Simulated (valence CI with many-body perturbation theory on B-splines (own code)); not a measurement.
## Sm³⁰⁺: calculated level list

Level of theory: configuration interaction combined with many-body perturbation theory (CI+MBPT): four valence electrons over a frozen Dirac-Fock core [Ar] 3d10, radial functions for each j: 11 s, 11 p, 9 d, 7 f, 5 g, 2 h, 1 i, with the one-electron correlation potential Σ1 (screened to all orders), the two-electron term Σ2, the three-electron term Σ3, Breit, model QED; selected single and double excitations, second order for the rest (own B-spline code, finite nucleus).

The last digits are not significant, and no measured levels were compared; by estimate large intervals hold to a few tenths of a per cent, small ones and those within an open d or f shell to about a per cent.

Levels 1 to 45 of 65, with energies above the lowest level, (4s^2 4p1/2^2) J=0. "Leading %" is the weight of the configuration and term that name the level; weights of strongly mixed levels are sums over their largest components and can fall short. In the jj column 3d3/2^4 stands for four electrons in 3d with j = 3/2. Lifetimes count E1, E2, E3, M1 and M2 decay at the calculated energies, and are blank where another channel may lead or the interval is too uncertain; long ones can be off by a factor of two.

```csv
No.,Configuration,Term,J,E (cm⁻¹),Leading %,Second component,g,Lifetime,Leading jj
1,4s2 4p2,3P,0,0,73,26 % 4s2 4p2 1S,,,4s^2 4p1/2^2 (98 %)
2,4s2 4p2,3P,1,267570,99,,1.499,3.96 μs,4s^2 4p1/2 4p3/2 (99 %)
3,4s2 4p2,1D,2,293480,59,39 % 4s2 4p2 3P,1.196,303 μs,4s^2 4p1/2 4p3/2 (98 %)
4,4s2 4p2,3P,2,580610,59,39 % 4s2 4p2 1D,1.299,2.06 μs,4s^2 4p3/2^2 (98 %)
5,4s2 4p2,1S,0,638760,72,26 % 4s2 4p2 3P,,1.35 μs,4s^2 4p3/2^2 (98 %)
6,4s 4p3,5S°,2,807000,44,38 % 4s 4p3 3P°,1.654,107 ps,4s 4p1/2^2 4p3/2 (92 %)
7,4s 4p3,3D°,1,897050,45,22 % 4s 4p3 3P°,0.978,10.3 ps,4s 4p1/2^2 4p3/2 (88 %)
8,4s 4p3,3D°,2,1053800,48,40 % 4s 4p3 5S°,1.508,74.3 ps,4s 4p1/2 4p3/2^2 (90 %)
9,4s 4p3,3D°,3,1104500,92,6 % 4s2 4p 4d 3D°,1.327,71.0 ps,4s 4p1/2 4p3/2^2 (92 %)
10,4s2 4p 4d,3F°,2,1147300,39,23 % 4s 4p3 1D°,0.920,65.0 ps,4s^2 4p1/2 4d3/2 (64 %)
11,4s 4p3,3P°,0,1158100,96,,,14.2 ps,4s 4p1/2 4p3/2^2 (96 %)
12,4s 4p3,3P°,1,1182300,41,25 % 4s 4p3 3D°,1.268,6.34 ps,4s 4p1/2 4p3/2^2 (84 %)
13,4s 4p3,1P°,1,1222900,31,31 % 4s 4p3 3S°,1.415,3.31 ps,4s 4p1/2 4p3/2^2 (83 %)
14,4s2 4p 4d,3F°,2,1230500,43,33 % 4s 4p3 1D°,0.926,6.59 ps,4s 4p1/2 4p3/2^2 (50 %)
15,4s2 4p 4d,3F°,3,1296700,70,13 % 4s2 4p 4d 1F°,1.110,8.33 ps,4s^2 4p1/2 4d5/2 (87 %)
16,4s2 4p 4d,3D°,1,1299000,41,23 % 4s2 4p 4d 1P°,0.864,1.67 ps,4s^2 4p1/2 4d3/2 (83 %)
17,4s2 4p 4d,3P°,2,1313600,43,27 % 4s2 4p 4d 3D°,1.292,3.15 ps,4s^2 4p1/2 4d5/2 (86 %)
18,4s 4p3,3P°,2,1420700,39,21 % 4s 4p3 1D°,1.363,19.0 ps,4s 4p3/2^3 (75 %)
19,4s 4p3,1P°,1,1503400,28,22 % 4s 4p3 3S°,1.211,2.70 ps,4s 4p3/2^3 (48 %)
20,4s2 4p 4d,3D°,2,1534800,44,34 % 4s2 4p 4d 1D°,1.026,1.91 ps,4s^2 4p3/2 4d3/2 (83 %)
21,4s2 4p 4d,3F°,4,1535600,99,,1.248,4.52 μs,4s^2 4p3/2 4d5/2 (99 %)
22,4s2 4p 4d,3P°,0,1547800,95,,,2.26 ps,4s^2 4p3/2 4d3/2 (95 %)
23,4s2 4p 4d,3D°,3,1553300,43,28 % 4s2 4p 4d 3F°,1.175,2.01 ps,4s^2 4p3/2 4d3/2 (76 %)
24,4s2 4p 4d,3P°,1,1585000,50,11 % 4s 4p3 1P°,1.281,2.28 ps,4s^2 4p3/2 4d3/2 (47 %)
25,4s2 4p 4d,3P°,2,1616800,40,20 % 4s2 4p 4d 1D°,1.293,2.72 ps,4s^2 4p3/2 4d5/2 (72 %)
26,4s2 4p 4d,1F°,3,1658500,60,37 % 4s2 4p 4d 3D°,1.127,2.10 ps,4s^2 4p3/2 4d5/2 (82 %)
27,4s2 4p 4d,1P°,1,1689200,66,13 % 4s2 4p 4d 3D°,0.966,2.52 ps,4s^2 4p3/2 4d5/2 (79 %)
28,4p4,3P,2,1709100,30,16 % 4s 4p2 4d 3P,1.277,25.6 ps,4s 4p1/2^2 4d3/2 (48 %)
29,4s 4p2 4d,5F,1,1714300,56,26 % 4s 4p2 4d 3D,0.347,46.1 ps,4s 4p1/2^2 4d3/2 (90 %)
30,4s 4p2 4d,5F,2,1755300,29,23 % 4p4 3P,1.222,9.36 ps,4p1/2^2 4p3/2^2 (34 %)
31,4p4,1S,0,1804200,49,37 % 4p4 3P,,6.08 ps,4p1/2^2 4p3/2^2 (85 %)
32,4s 4p2 4d,5D,3,1806100,30,25 % 4s 4p2 4d 5F,1.376,11.3 ps,4s 4p1/2^2 4d5/2 (84 %)
33,4s 4p2 4d,3F,2,1892900,41,18 % 4s 4p2 4d 1D,0.940,5.75 ps,4s 4p1/2^2 4d5/2 (60 %)
34,4s 4p2 4d,5D,1,1940600,52,17 % 4s 4p2 4d 5F,1.242,66.2 ps,4s 4p1/2 4p3/2 4d3/2 (89 %)
35,4s 4p2 4d,5D,0,1943500,88,10 % 4s 4p2 4d 3P,,71.8 ps,4s 4p1/2 4p3/2 4d3/2 (95 %)
36,4s 4p2 4d,5F,2,1948300,41,20 % 4s 4p2 4d 5D,1.170,20.4 ps,4s 4p1/2 4p3/2 4d3/2 (89 %)
37,4s 4p2 4d,5F,3,1959200,49,30 % 4s 4p2 4d 3F,1.193,36.0 ps,4s 4p1/2 4p3/2 4d3/2 (86 %)
38,4s 4p2 4d,5F,4,1987500,70,17 % 4s 4p2 4d 3G,1.291,291 ps,4s 4p1/2 4p3/2 4d5/2 (53 %)
39,4s 4p2 4d,5D,4,2002800,52,36 % 4s 4p2 4d 3F,1.359,340 ps,4s 4p1/2 4p3/2 4d5/2 (64 %)
40,4p4,3P,1,2004900,58,19 % 4s 4p2 4d 3P,1.457,7.35 ps,4p1/2 4p3/2^3 (58 %)
41,4p4,1D,2,2008400,36,22 % 4p4 3P,1.124,8.67 ps,4p1/2 4p3/2^3 (57 %)
42,4s 4p2 4d,3F,2,2038700,55,23 % 4s 4p2 4d 5D,1.003,8.84 ps,4s 4p1/2 4p3/2 4d5/2 (52 %)
43,4s 4p2 4d,5P,3,2047500,49,23 % 4s 4p2 4d 3F,1.419,2.82 ps,4s 4p1/2 4p3/2 4d5/2 (50 %)
44,4s 4p2 4d,5F,5,2049300,57,42 % 4s 4p2 4d 3G,1.312,170 ps,4s 4p1/2 4p3/2 4d5/2 (93 %)
45,4s 4p2 4d,3G,3,2069800,56,20 % 4s 4p2 4d 1F,0.871,12.5 ps,4s 4p1/2 4p3/2 4d3/2 (87 %)
```

The ionisation energy to 4s2 4p 2P°_1/2 of the next ion comes out as 1182.1 eV (NIST: 1180 ± 4 eV (theoretical)). All 65 levels together are meant to be complete up to 2307700 cm⁻¹.
